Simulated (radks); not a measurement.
These are the eigenvalues of the occupied orbitals of an atom or ion with whole-number occupations (eV). Calculated with a radial shooting solver on a logarithmic mesh with Libxc functionals: scalar-relativistic Kohn-Sham, PBE, spin-polarised, spherical densities, finite nucleus; Fermi nuclear charge, rms radius of each element as measured or else 0.836 A^(1/3) + 0.57 fm.

orbital  eigenvalue
1s up     -55503.87
1s down   -55503.85
2s up     -9298.382
2s down   -9298.331
2p up     -8240.298
2p down   -8240.255
3s up     -2091.315
3s down   -2089.594
3p up     -1767.887
3p down   -1766.169
3d up     -1357.070
3d down   -1355.757
4s up     -428.4816
4s down   -424.7832
4p up     -321.8944
4p down   -318.2465
4d up     -177.8329
4d down   -174.2371
5s up      -65.2350
5s down    -63.3756
5p up      -39.5873
5p down    -38.1440
4f up      -20.7356
4f down    -17.4813
6s up      -11.8492
6p up       -7.5743

Which element is it, and in what charge state? The configuration may be excited. Open shells, if any, are filled with parallel spins first.

Answer. Z = 67, holmium, charge +1: Ho+ in [Xe] 4f10 6s1 6p1. The list shows which subshells hold electrons but not how many an open one holds; the 1s level, -2039.7 hartree, gives Z - s = 63.9 by -(Z - s)^2/2, which with screening and relativity narrows Z to a few neighbours, and the depths of the outer levels then fix element, charge and occupations together.
